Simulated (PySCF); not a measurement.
Coordinates in bohr (charge 0 multiplicity 1):
```
V    -0.3603   -0.0441    0.0000
N     0.0008   -2.8720    0.0000
O     0.5031    1.3070   -2.9486
O     0.5031    1.3070    2.9486
H     1.1287    0.3334   -4.3525
H     1.1287    0.3334    4.3525
```

Level of theory: PBE0/[V def2-SVP, N def2-SVP, O def2-SVP, H def2-SVP], no relativity, density fitting, PySCF.

This geometry of VN(OH)₂ is a stationary point at this level.

(1) What is the point group?

(2) Is it a minimum?

(3) Give the ideal-gas entropy at 298.15 K and 1 bar by parts.

(4) What is the atomisation energy, with and without zero-point energy?

Answers

(1) Cs.

(2) Yes: all harmonic wavenumbers are real.

(3) translation 166.2, rotation 104.3, vibration 34.4, spin 0.0; total 304.8 J/(mol K).

(4) 2204 kJ/mol without, 2121 kJ/mol with.

Stability towards spin polarisation was not tested. Other isomers or separated fragments may lie lower.
